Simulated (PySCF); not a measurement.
Excitation energies in several basis sets

Species: C2H4BCl.
SMILES: `BC(=C)Cl`

TDDFT with PBE0 (PySCF), vertical singlets, core orbitals frozen in the response, spherical d and f functions. Isolated species at its PBE0-D3(BJ)/def2-SVP geometry, gas phase.

Question: How do the low singlets change with the basis? Take 6-31G*, def2-SVP, 6-31+G*, def2-SVPD, aug-cc-pVDZ, def2-TZVP, def2-TZVPD and aug-cc-pVTZ.

Answer: 

| basis | functions | diffuse | S1 (eV) | S2 (eV) | S3 (eV) | S4 (eV) | S5 (eV) | LUMO (eV) | α (au) |
| --- | --- | --- | --- | --- | --- | --- | --- | --- | --- |
| 6-31G* | 68 | no | 4.91 | 6.43 | 6.61 | 6.67 | 7.27 | -1.10 | 44.3 |
| def2-SVP | 80 | no | 4.91 | 6.31 | 6.60 | 6.82 | 7.20 | -1.23 | 45.3 |
| 6-31+G* | 84 | yes | 4.80 | 6.29 | 6.44 | 6.51 | 6.82 | -1.44 | 50.3 |
| def2-SVPD | 119 | yes | 4.82 | 6.24 | 6.50 | 6.50 | 6.93 | -1.47 | 55.6 |
| aug-cc-pVDZ | 132 | yes | 4.78 | 6.23 | 6.43 | 6.44 | 6.74 | -1.46 | 56.2 |
| def2-TZVP | 154 | no | 4.83 | 6.27 | 6.48 | 6.50 | 6.95 | -1.38 | 52.4 |
| def2-TZVPD | 193 | yes | 4.81 | 6.25 | 6.36 | 6.44 | 6.79 | -1.44 | 56.7 |
| aug-cc-pVTZ | 280 | yes | 4.81 | 6.25 | 6.40 | 6.43 | 6.72 | -1.45 | 56.7 |

States are compared by their number. Against the largest diffuse basis here (aug-cc-pVTZ, itself not a converged limit), sets without diffuse functions differ by up to 0.10 eV in S1 and 0.55 eV in S5; the smaller diffuse sets differ by up to 0.03 and 0.21 eV. State by state, the largest deviation of a set without diffuse functions is S1 0.10, S2 0.17, S3 0.22, S4 0.39, S5 0.55 eV. The same number needn't mean the same state in each row. Against aug-cc-pVTZ the polarisability deviates by -22% in 6-31G*, -20% in def2-SVP, -11% in 6-31+G*, -2% in def2-SVPD, -1% in aug-cc-pVDZ, -8% in def2-TZVP, 0% in def2-TZVPD. A single + in a Pople set puts diffuse functions on heavy atoms only.
